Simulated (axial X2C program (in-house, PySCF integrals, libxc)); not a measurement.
# How long does SbBr take?

A bond scan computed with an in-house relativistic program for diatomic molecules. Basis: Sb dyall-cv3z [11s12p8d4f1g], Br dyall-cv3z [8s9p6d4f1g] (cores contracted in-house).

The run was started with this input:
```json
{"zs": [51, 35], "q": 0, "bas": ["dyall-cv3z", "dyall-cv3z"], "levels": ["PBE0", "HF", "PBE50"], "cc": true, "r0": 2.54, "thr": -2.0, "nmax": 110, "npts": 10, "nst": 2, "ntry": 8}
```
```bash
python so2c.py task.json out
```

Keys: zs atomic numbers; q charge; bas basis sets; levels methods; cc coupled cluster on or off; r0 starting distance in Å; thr threshold in hartree for freezing inner shells (an s shell follows its p shell); nmax most natural virtual spinors; npts points on the curve; nst determinants followed; ntry starts of the search. HF also brings MP2.

Hardware: 1 thread of Intel(R) Xeon(R) Processor @ 2.30GHz, on a shared host.

Wall time of one point of each curve, integrals apart:

| Hamiltonian | level | points | seconds a point |
| --- | --- | --- | --- |
| spin-free | PBE0 | 10 | 0.86 |
| spin-free | HF | 10 | 0.53 |
| spin-free | CCSD(T) (22 electrons, 110 virtuals) | 7 | 34 |
| spin-free | PBE50 | 10 | 0.91 |
| 2c | PBE0 | 10 | 1.1 |
| 2c | HF | 10 | 0.94 |
| 2c | CCSD(T) (22 electrons, 110 virtuals) | 7 | 35 |
| 2c | PBE50 | 10 | 1.2 |

The rest:

Search with its distance optimisation 23 s, atoms 82 s, whole task 660 s. Coupled cluster runs on the points near the minimum only. The program drops outer points, and coupled cluster, when its time limit (not in the input) nears; MP2, further determinants and curves that did not converge are not in the table.
